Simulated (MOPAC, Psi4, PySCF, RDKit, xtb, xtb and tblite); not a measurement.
Two geometries of SMILES C#CC[SiH2]B(O)O (C3H7BO2Si), relaxed at GFN2-xTB with one dihedral held; other torsions can differ between them too.

Structure A

```
14

C     -2.0938     1.3207    -1.0135
C     -1.7810     0.2808    -0.5052
C     -1.3158    -0.9320     0.1143
Si     0.4567    -0.6608     0.8407
B      1.5969     0.1512    -0.5532
O      1.3477     1.3506    -1.1503
O      2.7326    -0.4803    -0.9211
H     -2.4284     2.2066    -1.4649
H     -2.0144    -1.2259     0.8978
H     -1.3007    -1.7287    -0.6321
H      0.2392     0.2081     2.0182
H      0.8552    -1.9706     1.3786
H      0.5141     1.7755    -0.9473
H      3.2479    -0.0223    -1.5900
```

Structure B

```
14

C     -1.6806     3.1913     1.9292
C     -2.5053     2.3285     2.0489
C     -3.4789     1.2722     2.1196
Si    -2.9716    -0.2682     1.0563
B     -1.9673     0.2815    -0.5561
O     -1.5525    -0.7006    -1.3876
O     -1.6092     1.5511    -0.8865
H     -0.9699     3.9610     1.8746
H     -4.4376     1.6621     1.7692
H     -3.6123     0.9811     3.1615
H     -4.2434    -0.9841     0.8430
H     -2.2062    -1.1317     1.9762
H     -1.0450    -0.3971    -2.1445
H     -1.8339     2.2474    -0.2644
```

### Question
Which is lower in energy at the level PBE0-D3(BJ)/def2-SVP // GFN2-xTB (Psi4), and by how much?

### Answer
B is lower, by 2.49 kJ/mol (dihedral C3–Si4–B5–O6: 60° in A, 180° in B).

E(B) − E(A) in kJ/mol at the other levels, on the same two geometries: GFN2-xTB (xtb and tblite) -1.35; PBE0/def2-SVP // GFN2-xTB (Psi4) -2.39; PBE/def2-SVP // GFN2-xTB (Psi4) -2.68; PBE-D3(BJ)/def2-SVP // GFN2-xTB (Psi4) -2.86; UFF // GFN2-xTB (RDKit) 25.29; PM6, restricted, heats of formation // GFN2-xTB (MOPAC) 1.77; PM3, restricted, heats of formation // GFN2-xTB (MOPAC) -0.08; GFN1-xTB // GFN2-xTB (xtb) 0.62; restricted B3LYP/6-31G*, spherical d, density fitting // GFN2-xTB (PySCF) -2.50; restricted B3LYP/LANL2DZ, with its core potentials past Ne // GFN2-xTB (PySCF) -3.84; restricted BP86/6-31G*, spherical d, density fitting // GFN2-xTB (PySCF) -2.96; restricted B3LYP/3-21G // GFN2-xTB (PySCF) -3.53.
